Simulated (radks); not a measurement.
Values are calculated unless marked as measured or tabulated.
Coulomb parameter of the 4f shell of the neodymium ion Nd+ in the model configuration [Xe] 4f3.5 6s1.5, as a second difference U = [E(n + 0.25) + E(n - 0.25) - 2 E(n)] / (0.25)^2 with all orbitals relaxed. "Bare": the charge of the atom changes with n. "Screened": the 6s shell takes up the change at fixed total charge, which measures U(4f,4f) + U(6s,6s) - 2 U(4f,6s). Code: a radial shooting solver on a logarithmic mesh with Libxc functionals. Model: scalar-relativistic Kohn-Sham, LDA (Slater exchange, Perdew-Wang correlation), spin-unpolarised, spherical densities, finite nucleus; Fermi nuclear charge, rms radius 4.9123 fm.

case                 configuration  E - E(n) (eV)
start             [Xe] 4f3.5 6s1.5          0.000
bare +0.25       [Xe] 4f3.75 6s1.5         -2.437
bare -0.25       [Xe] 4f3.25 6s1.5          3.340
screened +0.25  [Xe] 4f3.75 6s1.25         -0.396
screened -0.25  [Xe] 4f3.25 6s1.75          0.785

U(bare) = 14.447 eV, U(screened by 6s) = 6.226 eV, against the Slater integral F0(4f,4f) = 24.718 eV with frozen orbitals.
